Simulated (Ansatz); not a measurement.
Geometry optimisation, RKS BLYP-D4/STO-3G (Ansatz 0.2.0).

Input file:

```yaml
crystal:
  periodic: [false, false, false]
  atoms:
    - { symbol: Si, position_ang: [0.0, 0.0, 0.0] }
    - { symbol: Si, position_ang: [0.0, 0.0, 2.22] }
    - { symbol: H, position_ang: [-1.3148, -0.4067, 2.7074] }
    - { symbol: H, position_ang: [1.0096, -0.9353, 2.7074] }
    - { symbol: H, position_ang: [0.3052, 1.342, 2.7074] }
    - { symbol: O, position_ang: [1.5842, 0.0, -0.5594] }
    - { symbol: Si, position_ang: [2.4906, -1.3762, -0.8866] }
    - { symbol: H, position_ang: [1.6598, -2.3521, -1.5857] }
    - { symbol: H, position_ang: [3.6318, -1.0202, -1.7249] }
    - { symbol: H, position_ang: [2.9691, -1.9538, 0.366] }
    - { symbol: O, position_ang: [-0.7913, 1.3709, -0.5594] }
    - { symbol: Si, position_ang: [-2.4002, 1.4263, -1.0396] }
    - { symbol: H, position_ang: [-3.2124, 0.6421, -0.1138] }
    - { symbol: H, position_ang: [-2.862, 2.8114, -1.0378] }
    - { symbol: H, position_ang: [-2.5267, 0.8736, -2.385] }
    - { symbol: O, position_ang: [-0.7913, -1.3709, -0.5594] }
    - { symbol: Si, position_ang: [-1.673, -2.4329, 0.3983] }
    - { symbol: H, position_ang: [-1.2634, -2.287, 1.792] }
    - { symbol: H, position_ang: [-3.0964, -2.1323, 0.2761] }
    - { symbol: H, position_ang: [-1.4264, -3.8036, -0.0398] }
basis:
  gaussian: { orbitals: STO-3G }
hamiltonian:
  xc: blyp
  dispersion: d4
relax:
  f_tol: 0.02
  max_steps: 40
output:
  orbitals: {}
```

Launched with:

```bash
$ ansatz run input.yaml --threads 1 --pin off --max-ram 2048MiB --backend cpu --events-out ev --progress --plain --runs-dir out
```

Task: Where does it end, and by what steps?

Result: The run converged. The force dipped under the threshold on the way, but the program's further checks kept it going. Limits of this set-up: minimal basis. After 39 steps the energy has fallen by 0.703 eV; H13 moved furthest, 2.36 Å.

| step | energy less start (eV) | largest force component (eV/Å) | accepted |
| --- | --- | --- | --- |
| 0 | 0.0000 | 1.264 | yes |
| 2 | -0.4382 | 0.535 | yes |
| 4 | -0.5062 | 0.164 | yes |
| 6 | -0.5377 | 0.192 | yes |
| 8 | -0.5531 | 0.228 | yes |
| 10 | -0.5752 | 0.102 | yes |
| 12 | -0.6079 | 0.259 | yes |
| 14 | -0.6301 | 0.155 | yes |
| 16 | -0.6486 | 0.175 | yes |
| 18 | -0.6709 | 0.280 | yes |
| 20 | -0.6808 | 0.217 | yes |
| 22 | -0.6915 | 0.048 | yes |
| 24 | -0.6935 | 0.072 | yes |
| 26 | -0.6956 | 0.021 | yes |
| 28 | -0.6974 | 0.041 | yes |
| 30 | -0.6963 | 0.229 | no |
| 32 | -0.6988 | 0.013 | yes |
| 34 | -0.6990 | 0.157 | no |
| 36 | -0.7015 | 0.056 | yes |
| 38 | -0.7023 | 0.066 | yes |
| 39 | -0.7027 | 0.018 | yes |

```xyz
20
Properties=species:S:1:pos:R:3
Si -0.097 -0.127 0.608
Si 0.250 0.179 2.850
H -0.997 0.101 3.596
H 1.144 -0.845 3.369
H 0.852 1.478 3.111
O 1.290 0.178 -0.343
Si 1.710 -1.082 -1.443
H 0.695 -1.370 -2.454
H 2.876 -0.548 -2.136
H 2.114 -2.331 -0.802
O -1.356 0.960 0.199
Si -1.747 1.093 -1.472
H -2.160 -0.183 -2.056
H -2.864 2.025 -1.545
H -0.645 1.616 -2.279
O -0.459 -1.710 0.053
Si -1.790 -2.560 0.717
H -1.638 -2.755 2.159
H -3.059 -1.868 0.496
H -1.828 -3.856 0.055
```

Whether the end is a true minimum wasn't checked by a vibrational analysis.

Run time: 12 min on 1 thread of AMD EPYC (Zen 3) (shared host), peak memory 0.16 GiB.
